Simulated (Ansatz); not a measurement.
One change: `C[NH][SnH2][CH]=O` becomes `C[NH][SnH3]`.

Ansatz, PBE0-D4/def2-TZVP geometries, multiplicity 1. Each molecule was computed in one conformer, which needn't be the lowest.

Elements past krypton have def2 core potentials.

```csv
property,`C[NH][SnH2][CH]=O`
size of the dipole moment (ωB97M-V/def2-TZVPP) / D,1.37
HOMO–LUMO gap (PBE0/def2-TZVPP) / eV,4.82
LUMO energy (ωB97M-V/def2-TZVPP) / eV,0.78
LUMO energy (PBE/def2-TZVPP) / eV,-2.62
size of the dipole moment (B3LYP/def2-TZVPP) / D,1.26
HOMO energy (PBE0/def2-TZVPP) / eV,-6.27
```

(1) What does the change do to each property? (Estimate.)

Answers

(1) Ansatz gave: 
| property | `C[NH][SnH3]` | shift |
| --- | --- | --- |
| size of the dipole moment (ωB97M-V/def2-TZVPP) / D | 0.79 | -0.58 |
| HOMO–LUMO gap (PBE0/def2-TZVPP) / eV | 6.46 | 1.64 |
| LUMO energy (ωB97M-V/def2-TZVPP) / eV | 1.35 | 0.57 |
| LUMO energy (PBE/def2-TZVPP) / eV | -0.81 | 1.81 |
| size of the dipole moment (B3LYP/def2-TZVPP) / D | 0.77 | -0.49 |
| HOMO energy (PBE0/def2-TZVPP) / eV | -6.50 | -0.23 |

With PBE0 the HOMO falls by 0.23 eV and the LUMO rises by 1.41 eV, so the gap widens by about 1.64 eV. PBE moves the HOMO by -0.18 eV and ωB97M-V by -0.32 eV. Dipoles are sizes alone; their direction can turn.

B3LYP here is the variant with VWN-RPA as its local correlation; programs differ in this.
